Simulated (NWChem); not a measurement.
System: C$_{4}$H$_{4}$ClF; SMILES C=C(/C=C\Cl)F

NWChem input:

```
start job
memory heap 200 mb stack 900 mb global 1100 mb
geometry units angstroms noautosym nocenter noautoz
  C     -0.092310     2.649904     0.000000
  C      0.049736     1.318648     0.000000
  F      1.271403     0.789361     0.000000
  C     -1.054961     0.375026     0.000000
  C     -1.043130    -0.966746     0.000000
  Cl     0.332944    -1.991386     0.000000
  H      0.784864     3.298037     0.000000
  H     -1.085606     3.097479     0.000000
  H     -2.045751     0.836997     0.000000
  H     -1.982783    -1.523536     0.000000
end
basis spherical
  C library def2-svp
  F library def2-svp
  Cl library def2-svp
  H library def2-svp
end
dft
  xc hfexch
  iterations 150
end
property
  efieldgrad
end
task dft property
```

Geometry: optimised at PBE0/def2-SVP.

Vzz is the largest principal value of the second derivative of the potential at the nucleus (NWChem prints the opposite sign); η is the asymmetry. Non-relativistic.

Atoms are numbered as in the input.

Problem. Give the results of this calculation. (Hartree-Fock/def2-SVP.) Quantities: Vzz Cl6 (a.u.); η Cl6.

Solution. Vzz Cl6 (a.u.): 3.595
η Cl6: 0.14
